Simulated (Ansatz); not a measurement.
Total energies of Ge(CCH)2H2 (C4H4Ge) from Ansatz at PBE-D4/def2-TZVP, gas phase (1 Eh = 27.2114 eV = 2625.5 kJ/mol). The reference geometry is relaxed at PBE0-D4/def2-SVP.

| state | geometry | energy (Eh) |
| --- | --- | --- |
| charge 0 singlet | reference | -2231.22970 |
| charge 1 doublet | reference | -2230.87559 |
| free Ge atom (triplet) | – | -2076.60177 |
| free C atom (triplet) | – | -37.79597 |
| free H atom (doublet) | – | -0.49962 |

Problem. Work out the vertical ionisation energy to the doublet.

Solution. E(charge 1 doublet) − E(charge 0 singlet) = -2230.87559 − (-2231.22970) = 0.35411 Eh = 9.64 eV. For comparison, −ε of the highest occupied level is 6.93 eV at this level, 2.71 eV less.

Problem. What is the binding energy per atom against free atoms?

Solution. Atoms: 1 × (-2076.60177) + 4 × (-37.79597) + 4 × (-0.49962) = -2229.78413 Eh. Binding: -2229.78413 − (-2231.22970) = 1.44557 Eh = 39.34 eV, or 4.37 eV for each of 9 atoms (no zero-point energy, no counterpoise term).
